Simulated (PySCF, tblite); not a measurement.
Species: C₄H₈F₂OSi.
Atom-mapped SMILES: `[F:1][C@@H:2]([CH2:3][SiH3:4])[C@@H:5]1[O:6][C@@H:7]1[F:8]` (hydrogens: H9 on C2; H10, H11 on C3; H12, H13, H14 on Si4; H15 on C5; H16 on C7)

Cartesian coordinates in Å at the GFN2-xTB level; atoms count from 1:
```
atom  x, y, z in Å
F1     0.7314   -1.4981    0.7454
C2     0.0127   -0.3909    0.3282
C3     0.6908    0.2413   -0.8723
Si4    2.4645    0.8319   -0.4836
C5    -1.3884   -0.8731    0.0017
O6    -2.3801    0.1086   -0.1893
C7    -2.5046   -0.6708    0.9274
F8    -2.2684   -0.0597    2.1103
H9    -0.0135    0.2973    1.1811
H10    0.0677    1.0738   -1.1979
H11    0.7036   -0.4883   -1.6833
H12    2.3825    1.8818    0.5337
H13    3.0185    1.3642   -1.7288
H14    3.2615   -0.2929   -0.0048
H15   -1.4312   -1.7131   -0.6881
H16   -3.3547   -1.3401    1.0089
```

Computed with PBE0/def2-SVPD in PySCF (dipole) on a GFN2-xTB geometry, gas phase.

Masses are those of the commonest isotopes; rigid-rotor values at the optimised geometry. The values belong to one conformer with, in the numbering `[F:1][C@@H:2]([CH2:3][SiH3:4])[C@@H:5]1[O:6][C@@H:7]1[F:8]`, F1–C2–C3–Si4 -61°, F1–C2–C5–O6 168°.

Give the principal moments of inertia and the rotational constants in MHz.

Ia = 146.43, Ib = 626.13, Ic = 654.96 u·Å²; 505379 MHz·u·Å²/I gives A = 3451, B = 807.1, C = 771.6 MHz.

Classify the top.

A near-prolate asymmetric top: κ = (2 × 807.1 − 3451 − 771.6)/(3451 − 771.6) = -0.97.

Is it planar, by Δ = Ic − Ia − Ib?

Not planar: Δ = Ic − Ia − Ib = -117.60 u·Å². For a rigid frame Δ = −2 Σ m c², so Σ m c² = 58.80 u·Å² lies off the ab plane: 10.61 from hydrogen and 48.20 from heavier atoms. The atom farthest from that plane is 1.90 Å away.

Give the other two planar moments, Paa and Pbb, and the rms extents of the mass along the axes.

Paa = Σ m a² = (Ib + Ic − Ia)/2 = 567.33 and Pbb = Σ m b² = (Ia + Ic − Ib)/2 = 87.63 u·Å². With the mass M = 138.03 u, the rms extents √(P/M) along a, b and c are 2.03, 0.80, 0.65 Å.

Which lines would a microwave search look for?

The dipole components are |μa| = 0.22 D, |μb| = 0.71 D, |μc| = 1.30 D. Intensities carry the squares of the components, which stand as 0.03 : 0.29 : 1.00 (a : b : c). Some lines, for components of 0.1 D or more:

| type | branch | J(Ka,Kc) | MHz | lower level (cm⁻¹) |
| --- | --- | --- | --- | --- |
| b | R | 2(0,2) ← 1(1,1) | 513 | 0.141 |
| b | R | 3(0,3) ← 2(1,2) | 2126 | 0.245 |
| c | Q | 3(1,3) ← 3(0,3) | 2557 | 0.316 |
| c | Q | 2(1,2) ← 2(0,2) | 2609 | 0.158 |
| c | Q | 1(1,1) ← 1(0,1) | 2644 | 0.053 |
| b | Q | 3(1,2) ← 3(0,3) | 2770 | 0.316 |
| a | R | 2(1,2) ← 1(1,1) | 3122 | 0.141 |
| a | R | 2(0,2) ← 1(0,1) | 3157 | 0.053 |
| b | R | 1(1,1) ← 0(0,0) | 4223 | 0.000 |
| c | R | 1(1,0) ← 0(0,0) | 4259 | 0.000 |
| a | R | 3(0,3) ← 2(0,2) | 4735 | 0.158 |
| c | R | 3(1,2) ← 2(0,2) | 7505 | 0.158 |
| c | Q | 3(2,2) ← 3(1,2) | 7880 | 0.408 |
| b | Q | 3(2,1) ← 3(1,2) | 7882 | 0.408 |
| c | Q | 2(2,1) ← 2(1,1) | 7933 | 0.249 |
| b | Q | 3(2,2) ← 3(1,3) | 8093 | 0.401 |
| b | R | 2(2,1) ← 1(1,0) | 11126 | 0.142 |
| c | R | 2(2,0) ← 1(1,0) | 11126 | 0.142 |
| c | R | 2(2,1) ← 1(1,1) | 11161 | 0.141 |
| b | R | 2(2,0) ← 1(1,1) | 11162 | 0.141 |
| c | R | 3(2,2) ← 2(1,2) | 12776 | 0.245 |
| b | R | 3(2,1) ← 2(1,2) | 12778 | 0.245 |
| b | R | 3(3,1) ← 2(2,0) | 18046 | 0.513 |
| c | R | 3(3,0) ← 2(2,0) | 18046 | 0.513 |

Its GFN2-xTB frequencies are all real (lowest 38 cm⁻¹). Constants of a rigid frame at the computed geometry: no zero-point averaging, no centrifugal distortion. A rigid rotor knows nothing of internal rotation, which can split or shift real lines.

On Arm Neoverse V2, one thread, on a shared host, this took 70 s and 1.0 GiB of memory at its peak. This is the PBE0/def2-SVPD job that gave the dipole, with the excitations it also computed.
